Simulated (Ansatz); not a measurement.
Input file for Ansatz (an electronic-structure program): R-B3LYP-D3(BJ)/def2-TZVP on H3Si (SMILES [SiH3+]). Charge +1.

Ansatz 0.2 input:
```yaml
crystal:
  periodic: [false, false, false]
  atoms:
    - {symbol: Si, position_ang: [-0.00016362, -0.00000338, 0.00280190]}
    - {symbol: H, position_ang: [-0.15779793, 1.45632135, -0.01089414]}
    - {symbol: H, position_ang: [-1.18006957, -0.86512944, -0.06984953]}
    - {symbol: H, position_ang: [1.33803112, -0.59118852, 0.07794178]}
basis:
  gaussian:
    orbitals: def2-TZVP
hamiltonian:
  xc: b3lyp
  dispersion: d3bj
total_charge: 1
relax: {f_tol: 0.003, max_steps: 120}
```

The log:

```
WARN ansatz: RAYON_NUM_THREADS=1 ignored (pool sized by the plan → 1); use --threads N
Functional definition: B3LYP
integrals: 0.01 GiB planned
393 factors; their error is unknown
mean field: 0.10 GiB planned
mean field evaluation 1: about -7917.0178 eV, gradient 1.2e1 eV
mean field evaluation 2: about -7917.4536 eV, gradient 3.4e0 eV
mean field evaluation 4: about -7917.4766 eV, gradient 2.0e-2 eV
mean field evaluation 8: about -7917.5001 eV, gradient 6.5e-5 eV
mean field -7917.50006284 eV, -290.9627606352 hartree, gradient 1.8e-5 eV, S^2 0.000000; 0 other end points of the search recorded, 0 dependent functions left out
the calculation of the forces begins
reference -7917.50026350 eV, -290.9627680092 hartree; 8, 8 occupied and 47, 47 virtual orbitals, 393 factors
relax step   1: F+E_penalty+E_count = -7917.56842742 eV  Δ(F+E_penalty+E_count) = +0.000e0 eV  max|allowed force component| = 5.050e-2 eV/Å  Δτ_max = 0.0000 Å  (18 SCF iters, accepted)
these checks for a lower state are left out or cut short: starts, cluster_reference, orbital_swaps, neighbouring_geometries, increment
integrals: 0.01 GiB planned
393 factors; their error is unknown
mean field: 0.10 GiB planned
mean field evaluation 16: about -7917.5002 eV, gradient 8.1e-5 eV
mean field -7917.50023493 eV, -290.9627669591 hartree, gradient 8.1e-5 eV, S^2 0.000000; 0 other end points of the search recorded, 0 dependent functions left out
the calculation of the forces begins
reference -7917.50043568 eV, -290.9627743368 hartree; 8, 8 occupied and 47, 47 virtual orbitals, 393 factors
relax step   2: F+E_penalty+E_count = -7917.56858913 eV  Δ(F+E_penalty+E_count) = -1.617e-4 eV  max|allowed force component| = 3.236e-2 eV/Å  Δτ_max = 0.0062 Å  (22 SCF iters, accepted)
these checks for a lower state are left out or cut short: starts, cluster_reference, orbital_swaps, neighbouring_geometries, increment
integrals: 0.01 GiB planned
393 factors; their error is unknown
mean field: 0.10 GiB planned
mean field -7917.50032755 eV, -290.9627703630 hartree, gradient 6.5e-5 eV, S^2 0.000000; 0 other end points of the search recorded, 0 dependent functions left out
the calculation of the forces begins
reference -7917.50052834 eV, -290.9627777419 hartree; 8, 8 occupied and 47, 47 virtual orbitals, 393 factors
relax step   3: F+E_penalty+E_count = -7917.56867808 eV  Δ(F+E_penalty+E_count) = -8.895e-5 eV  max|allowed force component| = 6.577e-4 eV/Å  Δτ_max = 0.0034 Å  (15 SCF iters, accepted)
integrals: 0.01 GiB planned
393 factors; their error is unknown
mean field: 0.10 GiB planned
mean field evaluation 32: about -7917.5003 eV, gradient 1.1e-5 eV
mean field -7917.50032755 eV, -290.9627703630 hartree, gradient 6.5e-5 eV, S^2 0.000000; 1 other end points of the search recorded, 0 dependent functions left out
the calculation of the forces begins
reference -7917.50052834 eV, -290.9627777419 hartree; 8, 8 occupied and 47, 47 virtual orbitals, 393 factors
Total energy: -7917.56887888 eV, -290.9652895777 hartree
Atom 0 at     0.000003    -0.000002    -0.000042 Å, force    -0.000024     0.000003     0.000394 eV/Å
Atom 1 at    -0.158132     1.458916    -0.009964 Å, force    -0.000063     0.000658    -0.000136 eV/Å
Atom 2 at    -1.182228    -0.866674    -0.069024 Å, force    -0.000526    -0.000393    -0.000163 eV/Å
Atom 3 at     1.340357    -0.592240     0.079030 Å, force     0.000613    -0.000268    -0.000096 eV/Å
Dipole moment:     0.000002     0.000001    -0.000029 e Å
```

The calculation finished and met its thresholds.

Cost: roughly 2.9 core-seconds.
